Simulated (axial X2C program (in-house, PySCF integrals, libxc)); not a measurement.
**BeF⁻: cheaper levels and CCSD(T), with spin–orbit coupling**

Calculated with an in-house relativistic program for diatomic molecules. Two-component (2c) means X2C with spin–orbit coupling and atomic mean-field two-electron Coulomb and Gaunt terms. Basis: F dyall-av3z [7s6p3d2f], Be dyall-av3z [9s9p4d2f] (cores contracted in-house); Gaussian nuclei, density fitting, unrestricted open shells. Masses: F 18.998 u, Be 9.012 u.

State: Ω = 0 (closed shell); fragments F- + Be.

| level | Re (Å) | ωe (cm⁻¹) | De (eV) |
| --- | --- | --- | --- |
| PBE0 | 1.404 | 1081.4 | 3.82 |
| HF | 1.392 | 1132.0 | 3.80 |
| MP2 | 1.419 | 1051.5 | 3.59 |
| CCSD | 1.415 | 1062.0 | 3.57 |
| M06 | 1.401 | 1081.2 | 3.77 |

Correlated methods: 10 electrons correlated (number of frozen shells: F 1 s; Be 1 s), 206 virtual spin orbitals or spinors in MP2, 90 natural virtuals in coupled cluster.

CCSD(T), same Hamiltonian and basis:

Re = 1.419 Å, ωe = 1051.4 cm⁻¹, De = 3.55 eV; T1 = 0.017 (Lee–Taylor normalisation).

Problem. Give the differences from CCSD(T) in the columns below.

Solution. 

```csv
level,ΔRe (Å),Δωe (cm⁻¹),ΔDe (eV)
PBE0,-0.015,30,0.27
HF,-0.027,81,0.25
MP2,0.000,0,0.04
CCSD,-0.004,11,0.02
M06,-0.018,30,0.22
```

The state is a single determinant with fixed occupations, the lowest that a limited PBE0 search found. De is counted from the lowest determinant-based energies of the atoms at the same level, without counterpoise correction. CCSD and (T) use frozen natural virtuals with an MP2 correction for the truncation; (T) itself is uncorrected, so its De runs slightly low. The highest occupied level of some functionals is positive through self-interaction error; at Hartree–Fock it is bound. Hartree–Fock gets electron affinities wrong, so its lowest charge split need not be the true one.
